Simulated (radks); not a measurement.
Eu3.75+, 59.25 electrons, occupied as [Kr] 4d10 4f6 5s2 5p5.25 (fractional occupations, a model configuration).

Calculated with a radial shooting solver on a logarithmic mesh with Libxc functionals: Dirac Kohn-Sham, PBE, spin-unpolarised, spherical densities, finite nucleus; open shells are shared between the two j in proportion to 2j + 1; Fermi nuclear charge, rms radius 5.1115 fm.

Energy parts (eV):
total: -295197.68
kinetic: 320945.22
electron-nucleus: -721866.59
Hartree: 112303.56
exchange-correlation: -6579.87

Orbitals (lengths in bohr, moments of r in powers of bohr):
[
 {"orbital": "1s1/2", "occ.": "2", "eigenvalue (eV)": "-48356.31", "<r^2>": "0.0006793", "<r>": "0.02232", "<r^4>": "1.226e-06"},
 {"orbital": "2s1/2", "occ.": "2", "eigenvalue (eV)": "-7973.230", "<r^2>": "0.01062", "<r>": "0.09459", "<r^4>": "0.0001955"},
 {"orbital": "2p1/2", "occ.": "2", "eigenvalue (eV)": "-7566.840", "<r^2>": "0.007725", "<r>": "0.07907", "<r^4>": "0.0001212"},
 {"orbital": "2p3/2", "occ.": "4", "eigenvalue (eV)": "-6918.847", "<r^2>": "0.008963", "<r>": "0.08580", "<r^4>": "0.0001578"},
 {"orbital": "3s1/2", "occ.": "2", "eigenvalue (eV)": "-1788.696", "<r^2>": "0.07107", "<r>": "0.2492", "<r^4>": "0.007645"},
 {"orbital": "3p1/2", "occ.": "2", "eigenvalue (eV)": "-1613.087", "<r^2>": "0.06632", "<r>": "0.2388", "<r^4>": "0.006976"},
 {"orbital": "3p3/2", "occ.": "4", "eigenvalue (eV)": "-1481.002", "<r^2>": "0.07345", "<r>": "0.2517", "<r^4>": "0.008497"},
 {"orbital": "3d3/2", "occ.": "4", "eigenvalue (eV)": "-1176.967", "<r^2>": "0.05886", "<r>": "0.2236", "<r^4>": "0.006203"},
 {"orbital": "3d5/2", "occ.": "6", "eigenvalue (eV)": "-1148.232", "<r^2>": "0.06086", "<r>": "0.2276", "<r^4>": "0.006594"},
 {"orbital": "4s1/2", "occ.": "2", "eigenvalue (eV)": "-389.6572", "<r^2>": "0.3609", "<r>": "0.5654", "<r^4>": "0.1894"},
 {"orbital": "4p1/2", "occ.": "2", "eigenvalue (eV)": "-321.7528", "<r^2>": "0.3805", "<r>": "0.5782", "<r^4>": "0.2165"},
 {"orbital": "4p3/2", "occ.": "4", "eigenvalue (eV)": "-292.5025", "<r^2>": "0.4194", "<r>": "0.6073", "<r^4>": "0.2631"},
 {"orbital": "4d3/2", "occ.": "4", "eigenvalue (eV)": "-180.6141", "<r^2>": "0.4832", "<r>": "0.6454", "<r^4>": "0.3794"},
 {"orbital": "4d5/2", "occ.": "6", "eigenvalue (eV)": "-175.3426", "<r^2>": "0.4985", "<r>": "0.6556", "<r^4>": "0.4039"},
 {"orbital": "4f5/2", "occ.": "2.57143", "eigenvalue (eV)": "-44.5528", "<r^2>": "0.9343", "<r>": "0.8566", "<r^4>": "2.107"},
 {"orbital": "4f7/2", "occ.": "3.42857", "eigenvalue (eV)": "-43.8626", "<r^2>": "0.9557", "<r>": "0.8660", "<r^4>": "2.208"},
 {"orbital": "5s1/2", "occ.": "2", "eigenvalue (eV)": "-83.3681", "<r^2>": "2.002", "<r>": "1.337", "<r^4>": "5.811"},
 {"orbital": "5p1/2", "occ.": "1.75", "eigenvalue (eV)": "-64.1158", "<r^2>": "2.445", "<r>": "1.474", "<r^4>": "8.884"},
 {"orbital": "5p3/2", "occ.": "3.5", "eigenvalue (eV)": "-59.7076", "<r^2>": "2.703", "<r>": "1.550", "<r^4>": "10.84"}
]

The highest occupied level is 4f7/2 at -43.863 eV. Summed over all electrons, <r^2> = 32.75 bohr^2, which gives a Langevin (diamagnetic) susceptibility term of -25.9 x 10^-6 cm^3/mol. The density falls to 0.001 e/bohr^3 at r = 3.17 bohr.
